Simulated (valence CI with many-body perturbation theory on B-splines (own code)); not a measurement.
Level structure of In¹⁷⁺

Method: valence CI with perturbative core correlation (CI+MBPT): four valence electrons over a frozen Dirac-Fock core [Ar] 3d10, a basis of 11 s, 11 p, 9 d, 7 f, 5 g, 2 h, 1 i functions for each j, with the one-electron correlation potential Σ1 (screened to all orders), the two-electron term Σ2, the three-electron term Σ3, Breit, model QED; selected single and double excitations, second order for the rest (own B-spline code, finite nucleus).

No measured levels were compared; by estimate levels hold to about 250 cm⁻¹ or 0.2 % of their energy and the worst to 1 %, as in measured heavy ions of charge 2 to 7; those with d or f electrons hold less well.

Levels 1 to 45 of 72, with energies above the lowest level, 4s2 4p2 3P_0. "Leading %" is the weight of the configuration and term that name the level; weights of strongly mixed levels are sums over their largest components and can fall short. In the jj column 3d3/2^4 stands for four electrons in 3d with j = 3/2. Lifetimes count E1, E2, E3, M1 and M2 decay at the calculated energies, and are blank where another channel may lead or the interval is too uncertain; long ones can be off by a factor of two.

```
No.  Configuration  Term  J  E (cm⁻¹)  Leading %                   Leading jj  Lifetime      g
  1        4s2 4p2    3P  0         0         81          4s^2 4p1/2^2 (95 %)                 
  2        4s2 4p2    3P  1     58724         98      4s^2 4p1/2 4p3/2 (98 %)    334 μs  1.500
  3        4s2 4p2    3P  2     74475         50      4s^2 4p1/2 4p3/2 (95 %)   24.4 ms  1.256
  4        4s2 4p2    1D  2    145940         50          4s^2 4p3/2^2 (95 %)    123 μs  1.243
  5        4s2 4p2    1S  0    186340         80          4s^2 4p3/2^2 (94 %)   49.0 μs       
  6         4s 4p3   5S°  2    360490         78      4s 4p1/2^2 4p3/2 (65 %)    876 ps  1.879
  7         4s 4p3   3D°  1    423850         65      4s 4p1/2^2 4p3/2 (69 %)   68.2 ps  0.781
  8         4s 4p3   3D°  2    437010         65      4s 4p1/2 4p3/2^2 (72 %)    154 ps  1.328
  9         4s 4p3   3D°  3    458590         94      4s 4p1/2 4p3/2^2 (94 %)    185 ps  1.332
 10         4s 4p3   3P°  0    493420         95      4s 4p1/2 4p3/2^2 (95 %)   61.0 ps       
 11         4s 4p3   3P°  1    502230         66      4s 4p1/2 4p3/2^2 (78 %)   45.1 ps  1.308
 12         4s 4p3   1D°  2    508700         34      4s 4p1/2 4p3/2^2 (57 %)   45.1 ps  1.239
 13         4s 4p3   3S°  1    552970         54      4s 4p1/2 4p3/2^2 (73 %)   9.21 ps  1.570
 14         4s 4p3   1D°  2    565470         40            4s 4p3/2^3 (63 %)   47.8 ps  1.207
 15      4s2 4p 4d   3F°  2    621790         86      4s^2 4p1/2 4d3/2 (84 %)   54.2 ps  0.712
 16         4s 4p3   1P°  1    633300         51            4s 4p3/2^3 (74 %)   9.83 ps  1.335
 17      4s2 4p 4d   3F°  3    650690         88      4s^2 4p1/2 4d5/2 (73 %)   55.4 ps  1.096
 18      4s2 4p 4d   3P°  2    674490         46      4s^2 4p1/2 4d5/2 (85 %)   7.56 ps  1.266
 19      4s2 4p 4d   3D°  1    684500         55      4s^2 4p1/2 4d3/2 (86 %)   4.67 ps  0.838
 20      4s2 4p 4d   3F°  4    702620         98      4s^2 4p3/2 4d5/2 (98 %)    264 μs  1.249
 21      4s2 4p 4d   1D°  2    728160         43      4s^2 4p3/2 4d3/2 (57 %)   6.03 ps  1.061
 22      4s2 4p 4d   3P°  0    737520         94      4s^2 4p3/2 4d3/2 (94 %)   6.76 ps       
 23      4s2 4p 4d   3P°  1    743800         64      4s^2 4p3/2 4d3/2 (82 %)   5.79 ps  1.193
 24      4s2 4p 4d   3D°  3    744240         74      4s^2 4p3/2 4d3/2 (42 %)   4.88 ps  1.273
 25      4s2 4p 4d   3P°  2    752670         41      4s^2 4p3/2 4d5/2 (60 %)   6.00 ps  1.301
 26      4s2 4p 4d   1F°  3    794530         83      4s^2 4p3/2 4d5/2 (58 %)   4.26 ps  1.046
 27      4s2 4p 4d   1P°  1    806220         80      4s^2 4p3/2 4d5/2 (79 %)   6.16 ps  0.970
 28            4p4    3P  2    839010         59       4p1/2^2 4p3/2^2 (80 %)   29.7 ps  1.364
 29            4p4    3P  0    878480         51       4p1/2^2 4p3/2^2 (76 %)   22.9 ps       
 30            4p4    3P  1    904460         65         4p1/2 4p3/2^3 (65 %)   30.3 ps  1.349
 31      4s 4p2 4d    5F  1    914280         72      4s 4p1/2^2 4d3/2 (57 %)   88.3 ps  0.318
 32            4p4    1D  2    914840         53         4p1/2 4p3/2^3 (69 %)   40.9 ps  1.133
 33      4s 4p2 4d    5F  2    922130         64      4s 4p1/2^2 4d3/2 (40 %)   94.4 ps  1.121
 34      4s 4p2 4d    5F  3    938150         57      4s 4p1/2^2 4d5/2 (52 %)   98.0 ps  1.342
 35      4s 4p2 4d    5D  0    963620         92  4s 4p1/2 4p3/2 4d3/2 (91 %)    318 ps       
 36      4s 4p2 4d    5D  1    967120         81  4s 4p1/2 4p3/2 4d3/2 (81 %)    104 ps  1.374
 37      4s 4p2 4d    5F  4    968630         76  4s 4p1/2 4p3/2 4d5/2 (82 %)   2.57 ns  1.371
 38      4s 4p2 4d    5D  2    968640         52  4s 4p1/2 4p3/2 4d3/2 (75 %)   73.3 ps  1.274
 39      4s 4p2 4d    5F  3    972490         33  4s 4p1/2 4p3/2 4d3/2 (62 %)   68.4 ps  1.312
 40      4s 4p2 4d    5D  4    986620         49  4s 4p1/2 4p3/2 4d5/2 (44 %)    894 ps  1.373
 41      4s 4p2 4d    3F  2    988980         73  4s 4p1/2 4p3/2 4d5/2 (32 %)   48.4 ps  0.826
 42      4s 4p2 4d    5F  5    993390         84  4s 4p1/2 4p3/2 4d5/2 (72 %)   1.33 ns  1.367
 43            4p4    1S  0   1012200         46               4p3/2^4 (63 %)   28.2 ps       
 44      4s 4p2 4d    3F  3   1012500         57  4s 4p1/2 4p3/2 4d5/2 (63 %)   18.1 ps  1.262
 45      4s 4p2 4d    3P  2   1017400         52  4s 4p1/2 4p3/2 4d5/2 (63 %)   12.0 ps  1.375
```

Names give the largest LS component (configuration and term), which can be under half, so a name can repeat, a term be missing and a line seem to break the LS rules; names also repeat where a configuration has a term twice.

The ionisation energy to 4s2 4p 2P°_1/2 of the next ion comes out as 463.55 eV (NIST: 462 ± 3 eV (theoretical)). All 72 levels together are meant to be complete up to 1148200 cm⁻¹.
